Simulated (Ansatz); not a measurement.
`[SH][Sn]([SH])([Cl])[Cl]` → 2 Cl• + 2 H• + 2 S• + Sn•  (atomization)

Isolated molecules relaxed with PBE0-D4/def2-TZVP in Ansatz; ΔE leaves out vibrations. CCSD(T)/CBS is the MP2 limit (def2-TZVPP, def2-QZVPP) plus CCSD(T) − MP2 in def2-TZVPP, frozen cores. This one scheme is used for every species, atoms too. DFT in def2-TZVPP. No spin–orbit coupling; open shells (•) take unrestricted orbitals. Spin–orbit coupling would lower the free atoms: a little for Cl, S; strongly for Sn. def2 core potentials past Kr. For Sn outer-core shells are correlated without core-valence functions, so the limit isn't a true one: a few kJ/mol of doubt a bond, and 10 to 20 or more in all where bonds break to atoms. Each species was taken in one conformer, which may not be the lowest.

`[SH][Sn]([SH])([Cl])[Cl]`:

Cartesian coordinates in Å:
```
S 1.313 -1.856 -0.407
Sn 0.019 0.098 -0.049
S -1.751 -0.338 1.466
Cl 1.460 1.756 0.682
Cl -0.923 0.937 -1.990
H 2.438 -1.129 -0.531
H -2.556 0.531 0.829
```

```tsv
species	BHLYP energy (Eh)
`[SH][Sn]([SH])([Cl])[Cl]`	-1932.42088
Cl•	-460.15612
H•	-0.49854
S•	-398.12100
Sn•	-214.18811
```

Task: Work out ΔE.

Result: ΔE = 2 × (-460.15612) + 2 × (-0.49854) + 2 × (-398.12100) + (-214.18811) − (-1932.42088) = 0.68145 Eh = +1789.1 kJ/mol. CCSD(T)/CBS gives +1945.0 kJ/mol.

Largest T1 diagnostic among the species: 0.012.

Leaving LDA and LC-ωPBE aside and taking each functional with its dispersion term where it has one, the values, not all of them listed here, spread over 150.9 kJ/mol, from BHLYP-D4 to B97M-V. LDA lies +315.2 kJ/mol from PBE without D4, its usual overbinding. In def2-TZVPP, CCSD(T) changes the Hartree–Fock value by +553.2 kJ/mol (the triples alone add +53.3 kJ/mol) and MP2 by +599.5 kJ/mol; breaking electron pairs costs correlation energy, which Hartree–Fock lacks.

For atomizations the MP2-based limit and the directly extrapolated one differ by several kJ/mol either way, and by 10 to 25 for some Ge, Se and Sn compounds, so smaller differences from it don't rank the levels.
